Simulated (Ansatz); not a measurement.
Calculated with Ansatz (gas phase, PBE0-D4/def2-TZVP geometries, no zero-point term in ΔE). CCSD(T)/CBS is the MP2 limit (def2-TZVPP, def2-QZVPP) plus CCSD(T) − MP2 in def2-TZVPP, frozen cores. Double bonds are as drawn, so ΔE can hold a change between cis and trans. Elements past krypton have def2 core potentials. For Te outer-core shells are correlated without core-valence functions, which leaves a few kJ/mol of doubt a bond. Each species was taken in one conformer, which may not be the lowest.

`C/C=N\C[TeH]` + `O[SiH2]F` → `O[SiH](F)[TeH]` + `C/C=N/C`  (formal exchange of groups at a Te–C bond)

| species | HF/def2-TZVPP energy (Eh) |
| --- | --- |
| `C/C=N\C[TeH]` | -439.15452 |
| `O[SiH2]F` | -465.19472 |
| `O[SiH](F)[TeH]` | -732.21851 |
| `C/C=N/C` | -172.17413 |

Question: Work out ΔE.

Answer: ΔE = (-732.21851) + (-172.17413) − (-439.15452) − (-465.19472) = -0.04340 Eh = -27.2 kcal/mol. CCSD(T)/CBS gives -23.5 kcal/mol.

Largest T1 diagnostic among the species: 0.012.

The D4 term adds +1.5 kcal/mol with B3LYP and +0.8 kcal/mol with PBE0; it sums over pairs of atoms, weighted by their polarisabilities, and B3LYP, whose exchange is more repulsive, gets the larger term. In def2-TZVPP, CCSD(T) changes the Hartree–Fock value by +4.3 kcal/mol (the triples alone add +0.8 kcal/mol) and MP2 by +4.6 kcal/mol.

B3LYP here is the variant with VWN-RPA as its local correlation; programs differ in this.
